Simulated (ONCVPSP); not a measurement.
**oxygen: ONCV pseudisation with PBE, non-relativistic reference atom.**

ONCVPSP 4.0.1 input, shortened (lines: element, Z, core and valence counts, functional; n l f; lmax; l rc ep ncon nbas qcut; lloc lpopt rc5 dvloc0; l nproj debl; icmod fcfact rcfact), PBE, non-relativistic:

```
  O 8.00    1    2        4      upf
    1    0    2.00
    2    0    2.00
    2    1    4.00
    2
    0    0.70    0.00    4    8   11.20
    1    1.10    0.00    5    8   13.10
    2    1.20    0.10    5    8    9.40
    4    5    0.45   -1.00
    0    2    1.90
    1    2    2.70
    2    2    3.10
    3    6.00    1.20
```

All-electron outer shells of the reference configuration (PBE, non-relativistic, ld1.x):

```json
{"shell": "1s", "level (eV)": "-514.26", "outermost node (bohr)": "–", "outermost maximum (bohr)": "0.13"}
{"shell": "2s", "level (eV)": "-23.91", "outermost node (bohr)": "0.28", "outermost maximum (bohr)": "0.87"}
{"shell": "2p", "level (eV)": "-9.04", "outermost node (bohr)": "–", "outermost maximum (bohr)": "0.82"}
```

Results:

| Item | Value |
| --- | --- |
| Cutoffs needed | 56 Ha and 69 Ha (the cutoffs (Ha) at which the residual kinetic energy of the hardest occupied pseudo-wave falls to 1 and 0.1 mHa per electron) |
| Ghost test | no bound ghost flagged; GHOST(+) flagged for d at 151.7 eV, s at 446.3 eV |
| Largest excitation error | +170 meV (all-electron minus pseudo) for 2s2 2p1, out of 4 test configurations |
| rms error of d²Exc/dni dnj | 1.78 mHa without and 1.85 mHa with the model core |

Generation and tests took about 2.6 s on one core of a shared server CPU.
